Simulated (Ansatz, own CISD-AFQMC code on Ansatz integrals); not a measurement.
C3H6Si, SMILES `[SiH3]C1=CC1` (charge 0, multiplicity 1).

Cartesian coordinates (Å):
```xyz
10

Si     1.6731     0.0270     0.1982
C     -0.1556     0.1728     0.2062
C     -1.2546     0.8537     0.2946
C     -1.4740    -0.5996     0.0882
H      2.0969    -0.8844     1.2864
H      2.3001     1.3544     0.3912
H      2.1135    -0.5461    -1.0949
H     -1.7204     1.8147     0.4270
H     -1.7834    -0.9689    -0.8874
H     -1.7957    -1.2237     0.9195
```
Charge 0, spin multiplicity 1.

Frozen-core correlation energies in cc-pVDZ at a geometry from B3LYP-D3(BJ)/def2-TZVP, on an HF energy of -405.93695 Ha (<S^2> = 0.00). Wave-function levels are from Ansatz, the walk from an own CISD-AFQMC code on Ansatz integrals (time step 0.005/Ha, trial state from CCSD amplitudes, largest double 0.08).

| level | correlation energy (mHa) |
|---|---|
| MP2 | -500.1 |
| CCSD | -547.6 |
| CCSD(T) | -567.5 |

Question: What correlation energy does phaseless AFQMC give, and where does it lie among these levels?

Answer: -569.7 ± 0.4 mHa (one standard error). AFQMC minus each level: MP2 -69.7 mHa, CCSD -22.2 mHa, CCSD(T) -2.2 mHa.
